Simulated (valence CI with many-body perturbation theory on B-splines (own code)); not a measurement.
## Pm XLVIII: electric-dipole lines

Calculated by valence CI with perturbative core correlation (CI+MBPT): four valence electrons over a frozen Dirac-Fock core [Ne], a basis of 11 s, 11 p, 10 d, 8 f, 5 g, 2 h functions for each j, with the one-electron correlation potential Σ1 (screened to all orders), the two-electron term Σ2, the three-electron term Σ3, Breit, model QED; selected single and double excitations, second order for the rest, scaled by the run's own slope (own B-spline code, finite nucleus).

No measured spectrum was set against this ion. As an estimate, large intervals hold to a few tenths of a per cent, small ones and those within an open d or f shell to about a per cent. Among the levels kept, up to 550 cm⁻¹ of a level comes from second order outside the variational space, and about a tenth of that is noise between levels of different J, which matters for small intervals.

Lines 151 to 200 of 556 in falling wavelength, among levels below 7513.7 × 10³ cm⁻¹, chosen from the strongest by gf and those to the six lowest levels. Wavelengths and rates use the calculated energies. Electric multipoles are in the length gauge, E1 and E2 with the static RPA response of the core. Weak lines are less certain than strong ones. Lines between different terms over intervals too small for the method are left out, as are lines whose strength nearly cancels. The highest levels of a list are the least certain.

Levels are named by their leading jj configuration (3d3/2^4 stands for four electrons in 3d with j = 3/2), which in mixed levels can hold well under half, so a name can repeat and another be missing. Letters in brackets count levels of one name in rising energy.

| λ vac (nm) | Upper | Lower | A (s⁻¹) | log gf | Branch % |
| --- | --- | --- | --- | --- | --- |
| 5.607 | (3s 3p1/2 3p3/2 3d5/2) J=2 [c] | (3s 3p1/2 3p3/2^2) J=2 [b] | 5.86e+10 | -0.86 | 12.7 |
| 5.601 | (3s 3p1/2 3d3/2 3d5/2) J=2 [c] | (3s 3p1/2 3p3/2 3d3/2) J=1 [b] | 8.64e+10 | -0.69 | 9.7 |
| 5.594 | (3s 3p1/2 3p3/2 3d5/2) J=1 [a] | (3s 3p1/2 3p3/2^2) J=0 | 9.88e+10 | -0.86 | 36.3 |
| 5.568 | (3s 3p1/2 3d3/2 3d5/2) J=5 | (3s 3p1/2 3p3/2 3d3/2) J=4 | 1.21e+11 | -0.21 | 80.4 |
| 5.561 | (3s 3p1/2 3d3/2 3d5/2) J=2 [a] | (3s 3p1/2 3p3/2 3d3/2) J=2 [b] | 3.61e+10 | -1.08 | 6.1 |
| 5.555 | (3s 3p1/2 3p3/2 3d5/2) J=2 [c] | (3s 3p1/2 3p3/2^2) J=1 [a] | 1.43e+11 | -0.48 | 30.9 |
| 5.549 | (3s 3p1/2 3d3/2 3d5/2) J=4 [c] | (3s 3p1/2 3p3/2 3d3/2) J=3 [b] | 1.27e+11 | -0.28 | 21.7 |
| 5.548 | (3s 3p3/2^2 3d3/2) J=4 | (3s^2 3p3/2 3d5/2) J=3 | 3.86e+10 | -0.80 | 4.7 |
| 5.540 | (3s 3p1/2 3d5/2^2) J=2 [b] | (3s 3p1/2 3p3/2 3d5/2) J=2 [b] | 5.68e+10 | -0.88 | 14.2 |
| 5.538 | (3s 3p1/2 3d3/2 3d5/2) J=4 [c] | (3s 3p1/2 3p3/2 3d5/2) J=4 [a] | 3.51e+10 | -0.84 | 6.0 |
| 5.532 | (3p1/2 3p3/2^2 3d5/2) J=2 [c] | (3p1/2 3p3/2^3) J=2 | 3.58e+10 | -1.09 | 3.5 |
| 5.527 | (3p1/2^2 3p3/2 3d5/2) J=1 | (3s 3p1/2 3p3/2 3d3/2) J=0 [a] | 6.06e+10 | -1.08 | 17.4 |
| 5.523 | (3s^2 3d5/2^2) J=4 | (3s^2 3p3/2 3d5/2) J=4 | 2.38e+10 | -1.01 | 12.7 |
| 5.515 | (3s 3p3/2^2 3d5/2) J=2 [a] | (3s 3p3/2^3) J=2 | 1.25e+11 | -0.55 | 19.8 |
| 5.506 | (3s 3p1/2 3d3/2 3d5/2) J=4 [b] | (3s 3p1/2 3p3/2 3d3/2) J=4 | 1.80e+10 | -1.13 | 9.0 |
| 5.461 | (3s 3p3/2^2 3d5/2) J=2 [c] | (3s 3p3/2^3) J=1 | 4.28e+11 | -0.02 | 32.6 |
| 5.451 | (3s 3p1/2 3d3/2 3d5/2) J=2 [a] | (3s 3p1/2 3p3/2 3d3/2) J=1 [a] | 6.86e+10 | -0.82 | 11.6 |
| 5.448 | (3s 3p1/2 3p3/2 3d5/2) J=3 [b] | (3s 3p1/2 3p3/2^2) J=2 [a] | 1.10e+11 | -0.46 | 32.6 |
| 5.439 | (3s 3p1/2 3d5/2^2) J=5 | (3s 3p1/2 3p3/2 3d5/2) J=5 | 5.55e+10 | -0.57 | 31.1 |
| 5.430 | (3s 3p1/2^2 3d5/2) J=2 | (3s 3p1/2^2 3p3/2) J=2 | 2.80e+10 | -1.21 | 25.5 |
| 5.429 | (3s 3p1/2 3p3/2 3d5/2) J=4 [c] | (3s 3p1/2 3p3/2^2) J=3 | 1.24e+11 | -0.31 | 35.7 |
| 5.428 | (3s 3p1/2 3d5/2^2) J=2 [a] | (3s 3p1/2 3p3/2 3d5/2) J=2 [a] | 1.80e+11 | -0.40 | 55.5 |
| 5.411 | (3s 3p1/2 3d5/2^2) J=3 [a] | (3s 3p1/2 3p3/2 3d5/2) J=3 [a] | 9.24e+10 | -0.55 | 33.1 |
| 5.410 | (3s 3p1/2 3d3/2 3d5/2) J=2 [d] | (3s 3p1/2 3p3/2 3d3/2) J=2 [d] | 3.55e+10 | -1.11 | 3.7 |
| 5.404 | (3s 3p3/2^2 3d5/2) J=2 [b] | (3s 3p3/2^3) J=2 | 3.02e+11 | -0.18 | 40.2 |
| 5.403 | (3s 3p1/2 3d5/2^2) J=1 [a] | (3s 3p1/2 3p3/2 3d3/2) J=1 [e] | 5.60e+10 | -1.13 | 11.9 |
| 5.392 | (3s^2 3p3/2 3d5/2) J=3 | (3s^2 3p3/2^2) J=2 | 3.36e+11 | 0.01 | 97.6 |
| 5.387 | (3s^2 3d5/2^2) J=2 | (3s^2 3p3/2 3d5/2) J=2 | 1.73e+11 | -0.43 | 48.4 |
| 5.372 | (3s 3p1/2 3d3/2 3d5/2) J=1 [a] | (3s 3p1/2 3p3/2 3d3/2) J=1 [a] | 5.90e+10 | -1.12 | 16.3 |
| 5.369 | (3s 3p3/2^2 3d5/2) J=3 [c] | (3s 3p3/2^3) J=2 | 3.69e+11 | 0.05 | 37.9 |
| 5.270 | (3s 3p1/2 3d3/2 3d5/2) J=3 [d] | (3s 3p1/2 3p3/2 3d3/2) J=3 [b] | 2.68e+10 | -1.11 | 3.8 |
| 5.262 | (3s 3p1/2 3d3/2 3d5/2) J=3 [b] | (3s 3p1/2 3p3/2 3d3/2) J=3 [a] | 4.47e+10 | -0.89 | 17.4 |
| 5.252 | (3s 3p1/2 3d5/2^2) J=2 [b] | (3s 3p1/2 3p3/2 3d5/2) J=3 [a] | 5.64e+10 | -0.93 | 14.1 |
| 5.247 | (3s^2 3p3/2 3d5/2) J=1 | (3s^2 3p3/2^2) J=2 | 6.54e+10 | -1.09 | 28.2 |
| 5.215 | (3s 3p3/2^2 3d5/2) J=4 [a] | (3s^2 3p3/2 3d5/2) J=3 | 1.71e+11 | -0.20 | 38.7 |
| 5.212 | (3s 3p3/2^2 3d3/2) J=2 [a] | (3s^2 3p3/2 3d5/2) J=2 | 4.06e+10 | -1.08 | 4.2 |
| 5.209 | (3s 3p3/2^2 3d3/2) J=0 | (3s^2 3p3/2 3d5/2) J=1 | 1.81e+11 | -1.13 | 13.9 |
| 5.204 | (3s 3p1/2 3d3/2 3d5/2) J=4 [c] | (3s 3p1/2 3p3/2 3d3/2) J=4 | 2.39e+10 | -1.06 | 4.1 |
| 5.201 | (3s 3p1/2 3d5/2^2) J=4 [a] | (3s 3p1/2 3p3/2 3d5/2) J=4 [a] | 5.85e+10 | -0.67 | 15.4 |
| 5.201 | (3s 3p1/2 3p3/2 3d5/2) J=3 [c] | (3s 3p1/2 3p3/2^2) J=2 [a] | 1.66e+11 | -0.33 | 35.4 |
| 5.198 | (3s 3p1/2 3d5/2^2) J=4 [b] | (3s 3p1/2 3p3/2 3d5/2) J=5 | 2.96e+10 | -0.97 | 10.8 |
| 5.186 | (3s 3p1/2 3d3/2 3d5/2) J=2 [b] | (3s 3p1/2 3p3/2 3d3/2) J=3 [a] | 5.03e+10 | -0.99 | 18.5 |
| 5.173 | (3p1/2 3p3/2^2 3d5/2) J=3 [a] | (3s 3p1/2 3p3/2 3d5/2) J=2 [d] | 1.07e+11 | -0.52 | 13.7 |
| 5.164 | (3s 3p3/2^2 3d5/2) J=1 [b] | (3s 3p3/2^3) J=2 | 8.27e+10 | -1.00 | 7.1 |
| 5.150 | (3s 3p1/2 3d5/2^2) J=1 [b] | (3s 3p1/2 3p3/2 3d5/2) J=2 [b] | 7.63e+10 | -1.04 | 18.4 |
| 5.147 | (3s 3p1/2 3d5/2^2) J=3 [b] | (3s 3p1/2 3p3/2 3d5/2) J=2 [a] | 4.14e+10 | -0.94 | 10.5 |
| 5.133 | (3s 3p1/2 3p3/2 3d5/2) J=3 [d] | (3s 3p1/2 3p3/2^2) J=3 | 5.98e+10 | -0.78 | 10.3 |
| 5.043 | (3p1/2 3p3/2^2 3d5/2) J=3 [a] | (3s 3p1/2 3p3/2 3d5/2) J=2 [c] | 7.68e+10 | -0.69 | 9.9 |
| 5.024 | (3p1/2 3p3/2^2 3d5/2) J=3 [a] | (3s 3p1/2 3p3/2 3d5/2) J=3 [d] | 3.39e+10 | -1.05 | 4.4 |
| 4.985 | (3s 3p1/2 3p3/2 3d5/2) J=2 [d] | (3s 3p1/2 3p3/2^2) J=3 | 5.15e+10 | -1.02 | 5.7 |
